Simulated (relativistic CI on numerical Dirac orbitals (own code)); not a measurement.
Ru⁵⁺: q coefficients and field-shift factors

Computed by Dirac-Coulomb-Breit CI, orbitals from a KLI potential per configuration, valence Slater integrals scaled by 0.85, P86 correlation energy added to each configuration, derivatives by finite differences, QED left out (own radial code, finite nucleus).

CI space (outside the closed core [Ar] 3d10 4s2): 4p⁶4d³, 4p⁶4d²5s, 4p⁶4d²4f, 4p⁶4d²5p, 4p⁵4d⁴, 4p⁶4d4f², 4p⁶4d²5d, 4p⁶4d5s². Levels of other configurations are missing.

With x = (α/α₀)² − 1 an excitation energy changes as ω = ω₀ + qx; K = 2q/ω₀ is the relative enhancement. Terms are leading LS components, so labels can repeat. The field-shift factor is F = δν/δ⟨r²⟩ for the transition from the lowest level.

Lowest level 4p⁶4d³ ⁴F3/2.

| Level | ω₀ (cm⁻¹) | q (cm⁻¹) | F (GHz/fm²) |
| --- | --- | --- | --- |
| 4p⁶4d³ ⁴F5/2 | 1407.7 | 1597 | 0.019 |
| 4p⁶4d³ ⁴F7/2 | 3109.2 | 3267 | 0.0399 |
| 4p⁶4d³ ⁴F9/2 | 4955.7 | 4782 | 0.06 |
| 4p⁶4d³ ⁴P3/2 | 13649.7 | 543.6 | 0.0648 |
| 4p⁶4d³ ⁴P1/2 | 13786.4 | 1361 | 0.0639 |
| 4p⁶4d³ ²G7/2 | 15979.5 | 2381 | 0.0877 |
| 4p⁶4d³ ⁴P5/2 | 16008.2 | 3740 | 0.0859 |
| 4p⁶4d³ ²G9/2 | 16917.1 | 2463 | 0.0865 |
| 4p⁶4d³ ²D3/2 | 19433.4 | 2448 | 0.134 |
| 4p⁶4d³ ²P1/2 | 20110.9 | 3291 | 0.187 |
| 4p⁶4d³ ²H9/2 | 22036.6 | 5077 | 0.12 |
| 4p⁶4d³ ²H11/2 | 22232.6 | 4042 | 0.107 |
| 4p⁶4d³ ²D5/2 | 23408.2 | 4529 | 0.15 |
| 4p⁶4d³ ²P3/2 | 24348.1 | 6461 | 0.207 |
| 4p⁶4d³ ²F7/2 | 33221.1 | 3133 | 0.169 |
| 4p⁶4d³ ²F5/2 | 33701.2 | 3252 | 0.172 |
| 4p⁶4d³ ²D5/2 | 50362.4 | 3649 | 0.22 |
| 4p⁶4d³ ²D3/2 | 50898.1 | 3828 | 0.222 |
| 4p⁶4d²5s ⁴F3/2 | 157890.2 | -15850 | 10.2 |
| 4p⁶4d²5s ⁴F5/2 | 159101.4 | -14770 | 10.2 |
| 4p⁶4d²5s ⁴F7/2 | 161007.9 | -12710 | 10.2 |
| 4p⁶4d²5s ⁴F9/2 | 163307.5 | -10490 | 10.2 |
| 4p⁶4d²5s ²F5/2 | 167800.2 | -13600 | 9.52 |

At this charge configurations can still be misplaced by up to about 7 % of their energy.

Question: Which transition from the lowest level has the largest |K|?

Answer: 4p⁶4d³ ⁴F5/2 at 1407.7 cm⁻¹, K = 2.27.
